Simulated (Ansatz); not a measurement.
Li4O2⁻, relaxed as a doublet with UKS r2SCAN-D4/def2-TZVPD in Ansatz, starting from the GFN2-xTB geometry. Force threshold 0.02 eV/Å.

The highest occupied level of the charge -1 doublet lies above zero (up to 0.72 eV). The electron is either unbound and held by the finite basis, or the level is raised by self-interaction error. Another isomer (doublet) lies 1.05 eV lower at PBE0-D4/def2-TZVPD; other spin states weren't run for this one.

Start:

```tsv
atom	x (Å)	y (Å)	z (Å)
Li1	0.9024	3.4750	1.1915
Li2	0.1064	0.4427	0.1291
Li3	-1.6401	-2.2789	-0.3798
Li4	0.4156	-2.5375	-1.2104
O5	0.5196	2.0747	0.6851
O6	-0.3039	-1.1760	-0.4155
```

```json
{"step": "1", "energy (eV)": "-4915.1085", "largest force component (eV/Å)": "1.378", "SCF passes": "23"}
{"step": "2", "energy (eV)": "-4915.2999", "largest force component (eV/Å)": "0.938", "SCF passes": "26"}
{"step": "3", "energy (eV)": "-4915.4025", "largest force component (eV/Å)": "0.426", "SCF passes": "28"}
{"step": "4", "energy (eV)": "-4915.4184", "largest force component (eV/Å)": "0.055", "SCF passes": "26"}
{"step": "5", "energy (eV)": "-4915.4199", "largest force component (eV/Å)": "0.015", "SCF passes": "23"}
{"step": "6", "energy (eV)": "-4915.4201", "largest force component (eV/Å)": "0.023", "SCF passes": "21"}
{"step": "7", "energy (eV)": "-4915.4202", "largest force component (eV/Å)": "0.115", "SCF passes": "22"}
{"step": "8", "energy (eV)": "-4915.4208", "largest force component (eV/Å)": "0.059", "SCF passes": "24"}
{"step": "9", "energy (eV)": "-4915.4223", "largest force component (eV/Å)": "0.006", "SCF passes": "21"}
{"step": "10 (rejected)", "energy (eV)": "-4915.4072", "largest force component (eV/Å)": "0.493", "SCF passes": "27"}
{"step": "11", "energy (eV)": "-4915.4229", "largest force component (eV/Å)": "0.037", "SCF passes": "21"}
{"step": "12 (rejected)", "energy (eV)": "-4915.4228", "largest force component (eV/Å)": "0.136", "SCF passes": "21"}
{"step": "13", "energy (eV)": "-4915.4231", "largest force component (eV/Å)": "0.011", "SCF passes": "23"}
{"step": "14", "energy (eV)": "-4915.4236", "largest force component (eV/Å)": "0.016", "SCF passes": "21"}
```

Force components are those of the run's own axes.

End:

| atom | x (Å) | y (Å) | z (Å) |
| --- | --- | --- | --- |
| Li1 | 0.958 | 3.201 | 1.392 |
| Li2 | 0.028 | 0.433 | -0.047 |
| Li3 | -1.781 | -2.063 | -0.136 |
| Li4 | 0.734 | -2.358 | -1.147 |
| O5 | 0.399 | 2.077 | 0.387 |
| O6 | -0.338 | -1.290 | -0.449 |

By distances, no bond broke or formed. The bond that changes most is Li1–O5, from 1.54 to 1.61 Å (atoms count from 1).

The force fell under the threshold at step 5, but the optimiser went on and released 0.004 eV more. No frequencies were taken in this run, so the end may be a saddle point.

Run time 31 s (4 threads of Arm Neoverse V2 on a shared host).
